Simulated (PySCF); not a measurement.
Polarisability and C₆ of Cs+ (caesium, charge +1)

[Xe], closed-shell 1S. Computed with PySCF 2.14 in aug-cc-pVTZ-X2C (9s8p6d3f, 84 functions), with the spin-free X2C one-electron Hamiltonian (Gaussian nucleus). Coupled (time-dependent) response in atomic units; α is the mean over directions.

```csv
method,mean α (bohr³),C₆ (like pair),S(−4)
HSE06,15.77,130.4,35.83
```

S(−4) is the Cauchy moment in α(ω) = α(0) + S(−4) ω² + …

α(iu) at HSE06:

```
u (hartree)  α(iu) (bohr³)
          0          15.77
     0.0500          15.68
      0.100          15.42
      0.200          14.47
      0.300          13.14
      0.500          10.25
      0.750          7.268
       1.00          5.238
       1.50          3.005
       2.00          1.942
       3.00          1.018
       5.00         0.4326
```

A single London oscillator, α(iu) = α/(1 + u²/ω²), gives C₆ = (3/4) ω α². Matching the computed C₆ needs ω = 4 × 130.4 / (3 × 15.77²) = 0.699 hartree.

For an ion, C₆ is the dispersion term alone; charge-induced terms of lower order in 1/R come first.

Spin-orbit coupling, which splits the p, d and f shells strongly at this Z, is absent.
